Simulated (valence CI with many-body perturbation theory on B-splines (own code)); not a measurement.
Results of a calculation; reference values are marked as such.
# Sm5+: input, log and results

Method: relativistic CI+MBPT: three valence electrons over a frozen Dirac-Fock core [Xe], a basis of 8 s, 8 p, 9 d, 9 f, 6 g, 3 h, 2 i functions for each j, with the one-electron correlation potential Σ1 (screened to all orders), the two-electron term Σ2, the three-electron term Σ3, Breit, model QED; the open f shell's mean field enters the energy denominators; selected single and double excitations, second order for the rest, scaled by the run's own slope (own B-spline code, finite nucleus).

Command, and the settings that its task file holds:

```sh
python run_cv.py task.json out
```

```
atom Sm  Z=62  mass_number=152  rms_radius_fm=5.0819
core [Xe]
valence 4f3
avg = 1
basis = L
breit = 1
cap = 40000
capref = 1200
cscale = 1
de = 0.0
dress = 1
eps = 2e-08
extrap = 1
h = 0.27
hh = 1
l2 = 3
lcore = 6
maxit = 60
n2 = 5
natural = 1
nlev = 60
nno = [5, 5, 6, 7, 5, 3, 2]
nroot = 26
nsp = [3, 3, 3, 2, 1, 0, 0]
pt2 = 1
qed = 1
rpa = 1
s1 = 1
s2 = 1
s3 = 1
screen = 1
tol = 2e-05
whole = 1
```

It took 120 s on 1 thread of Intel(R) Xeon(R) Processor @ 2.30GHz, with other jobs on the host.

Log. The first blocks belong to the next ion, which gives the ionisation energy. Fields: 2J, parity (1 odd), roots, reference size, generating configurations, candidates as configurations/state functions, variational space P, stored matrix elements, Davidson steps; e2 is the range of second-order energies in hartree. The first line gives the box (bohr), its intervals, the orbitals and the steps of their self-consistent field. Window is the range of levels sought, series limit the energy at which the first omitted orbital would enter, core excitation an estimate of the first excitation out of the core, left out the lowest levels not solved, and shifts from estimates the range by which levels moved from their first estimate, all in cm⁻¹.

```
rmax 14.5 intervals 63 orbitals 82 references ['4f3', '4f2 5d', '4f2 6s', '4f2 6p'] scf 6 t 2.3
2J=8 par=0 roots 2 ref 33 generators 6 cand 738/738 P 771/771 nnz 0 it 0
2J=8 par=0 roots 2 ref 33 generators 16 cand 154/154 P 925/925 nnz 0 it 0
   second order: generators 23 cand 291/291 e2 -0.00000 -0.00000
2J=10 par=0 roots 2 ref 16 generators 7 cand 615/615 P 631/631 nnz 0 it 0
2J=10 par=0 roots 2 ref 16 generators 23 cand 126/126 P 757/757 nnz 0 it 0
   second order: generators 24 cand 195/195 e2 -0.00000 -0.00000
2J=4 par=0 roots 2 ref 43 generators 4 cand 815/815 P 858/858 nnz 0 it 0
2J=4 par=0 roots 2 ref 43 generators 20 cand 157/157 P 1015/1015 nnz 0 it 0
   second order: generators 24 cand 175/175 e2 -0.00000 -0.00000
reference levels 818, estimated 41, window 93013 1/cm; series limit 543447, core excitation 147233
2J=9 par=1 roots 7 ref 63 generators 4 cand 1277/4569 P 1839/7118 nnz 1.4e+07 it 5
2J=9 par=1 roots 7 ref 63 generators 16 cand 894/3309 P 2733/10427 nnz 2.5e+07 it 6
   second order: generators 33 cand 18155/64744 e2 -0.00004 -0.00001
2J=11 par=1 roots 5 ref 49 generators 3 cand 1058/3475 P 1720/6020 nnz 1e+07 it 7
2J=11 par=1 roots 5 ref 49 generators 10 cand 776/2614 P 2496/8634 nnz 1.7e+07 it 7
   second order: generators 26 cand 14719/50189 e2 -0.00003 -0.00001
2J=13 par=1 roots 3 ref 31 generators 2 cand 720/2180 P 1493/4710 nnz 6.2e+06 it 5
2J=13 par=1 roots 3 ref 31 generators 8 cand 639/1899 P 2132/6609 nnz 1e+07 it 7
   second order: generators 16 cand 12981/41042 e2 -0.00003 -0.00001
2J=15 par=1 roots 3 ref 18 generators 3 cand 429/1080 P 1363/3598 nnz 3.7e+06 it 3
2J=15 par=1 roots 3 ref 18 generators 8 cand 577/1445 P 1940/5043 nnz 6e+06 it 8
   second order: generators 19 cand 8125/23277 e2 -0.00001 -0.00001
2J=3 par=1 roots 6 ref 57 generators 4 cand 1064/2782 P 1872/5327 nnz 7.6e+06 it 7
2J=3 par=1 roots 6 ref 57 generators 7 cand 788/2212 P 2660/7539 nnz 1.3e+07 it 8
   second order: generators 38 cand 20072/51956 e2 -0.00004 -0.00002
2J=5 par=1 roots 7 ref 69 generators 4 cand 1346/4454 P 1964/7007 nnz 1.3e+07 it 7
2J=5 par=1 roots 7 ref 69 generators 6 cand 842/3020 P 2806/10027 nnz 2.2e+07 it 8
   second order: generators 42 cand 20547/65229 e2 -0.00008 -0.00002
2J=7 par=1 roots 7 ref 71 generators 3 cand 1378/4993 P 1933/7559 nnz 1.5e+07 it 8
2J=7 par=1 roots 7 ref 71 generators 7 cand 757/2908 P 2690/10467 nnz 2.5e+07 it 8
   second order: generators 38 cand 24542/83081 e2 -0.00009 -0.00002
2J=1 par=1 roots 2 ref 31 generators 2 cand 466/774 P 1727/2918 nnz 2.3e+06 it 4
2J=1 par=1 roots 2 ref 31 generators 2 cand 448/755 P 2175/3673 nnz 3.6e+06 it 4
   second order: generators 17 cand 12203/20165 e2 -0.00005 -0.00004
2J=17 par=1 roots 1 ref 6 generators 1 cand 202/520 P 967/2237 nnz 0 it 3
2J=17 par=1 roots 1 ref 6 generators 2 cand 283/650 P 1250/2887 nnz 2.2e+06 it 4
   second order: generators 6 cand 5290/14811 e2 -0.00002 -0.00002
left out: unestimated 215014, estimated none, shifts from estimates -13 to 23
operators 6.8
```

The Davidson iterations converged.

With an open or low-lying f shell, different configurations can be misplaced against each other by up to about 5,000 cm⁻¹. No measured spectrum was set against this ion. As an estimate, terms of the open shell hold to a few per cent of their energy, and close levels can change places. Core correlation moves these levels by up to 2500 cm⁻¹, and in measured spectra 5 to 20 % of such shifts remained as error; rates that hang on mixing are uncertain with them. Only levels of the ground parity were solved; by the run's estimate the other parity begins above the list, which can be wrong where configurations are misplaced.

* Valence energy: -12.25834 hartree
* Ionisation energy: 86.435 eV (NIST: 87 ± 4 eV (theoretical))
* Reference configurations for the orbitals: 4f3, 4f2 5d, 4f2 6s, 4f2 6p
* Radial orbitals: 82
* Box radius: 14.52 bohr
* Largest variational space: 10467
* Lowest levels: 4f³ ⁴I°_9/2 0.0, 4f³ ⁴I°_11/2 3096, 4f³ ⁴I°_13/2 6296, 4f³ ⁴I°_15/2 9538, 4f³ ⁴F°_3/2 15412, 4f³ ²H°_9/2 [a] 16917, 4f³ ⁴F°_5/2 17187, 4f³ ⁴F°_7/2 18673, 4f³ ⁴S°_3/2 18898, 4f³ ⁴F°_9/2 20745, 4f³ ²H°_11/2 [a] 22301, 4f³ ⁴G°_5/2 23380, 4f³ ²G°_7/2 [a] 23648, 4f³ ²K°_13/2 26209 cm⁻¹

Names give the largest LS component (configuration and term), which can be under half, so a name can repeat, a term be missing and a line seem to break the LS rules; names also repeat where a configuration has a term twice. Letters in brackets count levels of one name in rising energy.
